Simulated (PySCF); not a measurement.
Isomers of C7H9NO2, one GFN2-xTB conformer each. Single-point energies are computed at PBE0/pcSseg-1 (PySCF, gas phase, no added dispersion term), electronic only.

```json
{"SMILES": "CO[C@H]1CCC(C#N)=CO1", "GFN2-xTB relative energy (kJ/mol)": "99.4"}
{"SMILES": "CC(C)(C#N)CC(=O)C=O", "GFN2-xTB relative energy (kJ/mol)": "205.4"}
{"SMILES": "N#CC[C@@H]1CC(=O)CCO1", "GFN2-xTB relative energy (kJ/mol)": "91.5"}
{"SMILES": "CN(C)C(=O)[C@H]1C=CC1=O", "GFN2-xTB relative energy (kJ/mol)": "128.8"}
{"SMILES": "COc1ccc(OC)nc1", "GFN2-xTB relative energy (kJ/mol)": "0.0"}
{"SMILES": "CCOc1cc[n+]([O-])cc1", "GFN2-xTB relative energy (kJ/mol)": "130.4"}
{"SMILES": "CC(=O)O[C@@H]1CC[C@H]1C#N", "GFN2-xTB relative energy (kJ/mol)": "78.9"}
{"SMILES": "C=C[C@H](CC#N)OC(C)=O", "GFN2-xTB relative energy (kJ/mol)": "140.1"}
{"SMILES": "O=C/C=C1/C[C@@H]1CNC=O", "GFN2-xTB relative energy (kJ/mol)": "182.6"}
```

Conformers: `[CH3:1][O:2][C@H:3]1[CH2:4][CH2:5][C:6]([C:7]#[N:8])=[CH:9][O:10]1` with C1–O2–C3–C4 172°, O2–C3–C4–C5 61°, C3–C4–C5–C6 49°, C4–C5–C6–C7 159°, C6–C9–O10–C3 -9°; `[CH3:1][C:2]([CH3:3])([C:4]#[N:5])[CH2:6][C:7](=[O:8])[CH:9]=[O:10]` with C1–C2–C6–C7 60°, C2–C6–C7–O8 5°, C6–C7–C9–O10 -2°; `[N:1]#[C:2][CH2:3][C@@H:4]1[CH2:5][C:6](=[O:7])[CH2:8][CH2:9][O:10]1` with C2–C3–C4–C5 -63°, C3–C4–C5–C6 -175°, C4–C5–C6–O7 -125°, C5–C6–C8–C9 -52°, C6–C8–C9–O10 56°; `[CH3:1][N:2]([CH3:3])[C:4](=[O:5])[C@H:6]1[CH:7]=[CH:8][C:9]1=[O:10]` with C1–N2–C4–O5 180°, N2–C4–C6–C7 -175°; `[CH3:1][O:2][c:3]1[cH:4][cH:5][c:6]([O:7][CH3:8])[n:9][cH:10]1` with C1–O2–C3–C4 180°, C5–C6–O7–C8 180°; `[CH3:1][CH2:2][O:3][c:4]1[cH:5][cH:6][n+:7]([O-:8])[cH:9][cH:10]1` with C1–C2–O3–C4 -79°, C2–O3–C4–C5 -2°; `[CH3:1][C:2](=[O:3])[O:4][C@@H:5]1[CH2:6][CH2:7][C@H:8]1[C:9]#[N:10]` with C1–C2–O4–C5 -178°, C2–O4–C5–C6 -121°, O4–C5–C6–C7 -129°, C5–C6–C7–C8 13°, C6–C7–C8–C9 -132°, O4–C5–C8–C7 130°; `[CH2:1]=[CH:2][C@H:3]([CH2:4][C:5]#[N:6])[O:7][C:8]([CH3:9])=[O:10]` with C1–C2–C3–C4 -108°, C2–C3–C4–C5 58°, C2–C3–O7–C8 -158°, C3–O7–C8–C9 177°; `[O:1]=[CH:2]/[CH:3]=[C:4]1/[CH2:5][C@@H:6]1[CH2:7][NH:8][CH:9]=[O:10]` with O1–C2–C3–C4 -12°, C5–C6–C7–N8 -156°, C6–C7–N8–C9 -119°, C7–N8–C9–O10 -5°.

Q: What does PBE0/pcSseg-1 give for the same structures?

A: 
| SMILES | PBE0/pcSseg-1 E (Eh) | PBE0/pcSseg-1 (kJ/mol) | GFN2-xTB (kJ/mol) | point group |
| --- | --- | --- | --- | --- |
| COc1ccc(OC)nc1 | -476.74083 | 0.0 | 0.0 | Cs |
| N#CC[C@@H]1CC(=O)CCO1 | -476.74030 | 1.4 | 91.5 | C1 |
| CC(=O)O[C@@H]1CC[C@H]1C#N | -476.73989 | 2.5 | 78.9 | C1 |
| C=C[C@H](CC#N)OC(C)=O | -476.73508 | 15.1 | 140.1 | C1 |
| CC(C)(C#N)CC(=O)C=O | -476.72588 | 39.2 | 205.4 | near Cs |
| CO[C@H]1CCC(C#N)=CO1 | -476.72326 | 46.1 | 99.4 | C1 |
| CN(C)C(=O)[C@H]1C=CC1=O | -476.71932 | 56.5 | 128.8 | C1 |
| O=C/C=C1/C[C@@H]1CNC=O | -476.70921 | 83.0 | 182.6 | C1 |
| CCOc1cc[n+]([O-])cc1 | -476.68940 | 135.0 | 130.4 | C1 |

Both levels put the same isomer lowest; measured from each level's own lowest isomer, the values differ by up to 166.2 kJ/mol (CC(C)(C#N)CC(=O)C=O: 205.4 against 39.2). As drawn, the highest has an N–O linkage, which the lowest lacks. Neighbours about 10 kJ/mol apart or less (COc1ccc(OC)nc1 and N#CC[C@@H]1CC(=O)CCO1; N#CC[C@@H]1CC(=O)CCO1 and CC(=O)O[C@@H]1CC[C@H]1C#N; CC(C)(C#N)CC(=O)C=O and CO[C@H]1CCC(C#N)=CO1; CO[C@H]1CCC(C#N)=CO1 and CN(C)C(=O)[C@H]1C=CC1=O) can change places with a better method, another conformer or zero-point energy.

Q: Which frontier levels, dipoles and rotational constants go with these structures?

A: 
| SMILES | HOMO (eV, PBE0/pcSseg-1) | LUMO (eV) | dipole (D) | A, B, C (MHz) |
| --- | --- | --- | --- | --- |
| COc1ccc(OC)nc1 | -6.18 | -0.65 | 1.47 | 3930, 757.7, 640.4 |
| N#CC[C@@H]1CC(=O)CCO1 | -7.51 | -0.89 | 4.91 | 2374, 898.6, 689.7 |
| CC(=O)O[C@@H]1CC[C@H]1C#N | -8.34 | 0.04 | 5.08 | 2190, 825.4, 693.1 |
| C=C[C@H](CC#N)OC(C)=O | -8.26 | -0.43 | 4.53 | 2289, 796.8, 656.1 |
| CC(C)(C#N)CC(=O)C=O | -7.87 | -3.19 | 3.35 | 2196, 842.1, 703.5 |
| CO[C@H]1CCC(C#N)=CO1 | -7.12 | -0.73 | 5.51 | 2824, 845.4, 791.6 |
| CN(C)C(=O)[C@H]1C=CC1=O | -7.01 | -1.61 | 2.49 | 2318, 1087, 834.2 |
| O=C/C=C1/C[C@@H]1CNC=O | -7.14 | -2.32 | 5.72 | 2088, 879.8, 641.3 |
| CCOc1cc[n+]([O-])cc1 | -5.76 | -0.87 | 5.39 | 3812, 743.7, 655.6 |
